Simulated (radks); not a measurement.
Values are calculated unless marked as measured or tabulated.
All-electron atom: neutral aluminium in [Ne] 3s1 3p2 (not the ground configuration).

Level of theory: non-relativistic Kohn-Sham, PBEsol, spin-polarised, spherical densities, point nucleus; open shells are filled with parallel spins first (a radial shooting solver on a logarithmic mesh with Libxc functionals).

Energy parts (eV):
total: -6574.832
kinetic: 6563.100
electron-nucleus: -15704.586
Hartree: 3054.527
exchange-correlation: -487.873

Orbitals (lengths in bohr, moments of r in powers of bohr; r(max) is where P^2 peaks; r(90%) holds 90 % of the orbital's charge):
| orbital | occ. | eigenvalue (eV) | r(90%) | r(max) |
|---|---|---|---|---|
| 1s up | 1 | -1505.569 | 0.216 | 0.07880 |
| 1s down | 1 | -1505.351 | 0.216 | 0.07880 |
| 2s up | 1 | -108.6340 | 0.995 | 0.4987 |
| 2s down | 1 | -108.3351 | 0.993 | 0.4990 |
| 2p up | 3 | -70.8240 | 1.02 | 0.4290 |
| 2p down | 3 | -70.4725 | 1.02 | 0.4292 |
| 3s up | 1 | -9.1839 | 3.76 | 2.065 |
| 3p up | 2 | -3.8750 | 4.92 | 2.526 |

The highest occupied level is 3p up at -3.875 eV. The spin density at the nucleus is 3.039 e/bohr^3 (1s -0.017, 2s -0.003, 3s 3.059), a Fermi contact field of 159 T. The density falls to 0.001 e/bohr^3 at r = 4.65 bohr.
